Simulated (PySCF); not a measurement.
Point-charge models of 2,2-difluorocyclohexanone, `O=C1CCCCC1(F)F` against its computed dipole.

Coordinates (GFN2-xTB, Å) and charges (e) from the PBE0/pcSseg-1 density (PySCF):

```csv
atom,x,y,z,Mulliken,IAO,Hirshfeld,ESP-fitted
O1,-0.705,1.806,1.795,-0.3156,-0.3665,-0.2166,-0.4313
C2,-0.451,1.246,0.767,+0.1968,+0.3605,+0.1518,+0.4050
C3,0.873,1.259,0.057,-0.2074,-0.3238,-0.0801,-0.1274
C4,1.435,-0.171,0.038,-0.2390,-0.2529,-0.0606,-0.0309
C5,0.465,-1.122,-0.655,-0.2422,-0.2621,-0.0688,-0.0293
C6,-0.894,-1.112,0.040,-0.2182,-0.2944,-0.0862,-0.2743
C7,-1.451,0.309,0.063,+0.4867,+0.5203,+0.1745,+0.4942
F8,-1.670,0.746,-1.217,-0.3044,-0.3075,-0.0955,-0.2428
F9,-2.667,0.342,0.664,-0.2845,-0.2880,-0.0993,-0.2569
H10,1.553,1.940,0.570,+0.1446,+0.1622,+0.0525,+0.0605
H11,0.721,1.603,-0.968,+0.1545,+0.1616,+0.0489,+0.0594
H12,2.393,-0.170,-0.482,+0.1399,+0.1486,+0.0492,+0.0329
H13,1.608,-0.501,1.064,+0.1291,+0.1368,+0.0418,+0.0427
H14,0.865,-2.136,-0.644,+0.1358,+0.1481,+0.0484,+0.0388
H15,0.337,-0.821,-1.697,+0.1334,+0.1423,+0.0383,+0.0424
H16,-0.809,-1.451,1.074,+0.1417,+0.1542,+0.0499,+0.1042
H17,-1.609,-1.754,-0.480,+0.1486,+0.1607,+0.0514,+0.1128
```

**Question.** Compute μ = Σ q r for each scheme (1 e·Å = 4.803 D) and compare with the dipole of the full density.

**Answer.** The full density gives (3.01, -2.33, -1.62) D, 4.14 D in size; dipole vectors point from the negative to the positive end.

```tsv
scheme	μx	μy	μz	size (D)	share of the full size (%)	angle to the full dipole (°)
Mulliken	4.52	-3.03	-1.46	5.63	136	9
IAO	4.11	-2.79	-1.31	5.14	124	9
Hirshfeld	1.81	-1.52	-1.15	2.63	64	4
ESP-fitted	3.06	-2.35	-1.63	4.19	101	0
```

**Question.** Which set comes closest?

**Answer.** Length of the difference vector: ESP-fitted 0.06 D, IAO 1.23 D, Hirshfeld 1.52 D, Mulliken 1.67 D. Closest: ESP-fitted. The schemes that divide the density aren't constrained to reproduce the dipole.

**Question.** What is left for the Hirshfeld atoms' own dipoles?

**Answer.** The Hirshfeld atoms' densities add up to the full density, so μ = Σ q r + Σ (atomic dipoles). The atomic dipoles sum to (3.01, -2.33, -1.62) − (1.81, -1.52, -1.15) = (1.20, -0.81, -0.47) D, 1.52 D in size.

**Question.** With the origin at the mean of the coordinates, (0.000, 0.001, -0.001) Å, which are the largest single terms, by size, of the IAO dipole along the direction of the full one?

**Answer.** O1 +3.93, F9 +3.31, C7 -3.13, C2 -2.30, F8 +1.71 D; all 17 atoms together +5.07 D. The single terms depend on the origin, their sum doesn't.

**Question.** Give the size of the full dipole in other units.

**Answer.** 4.14 D = 1.628 au = 0.862 e·Å = 13.80 × 10⁻³⁰ C·m.

Isolated species at its GFN2-xTB geometry (one conformer only).
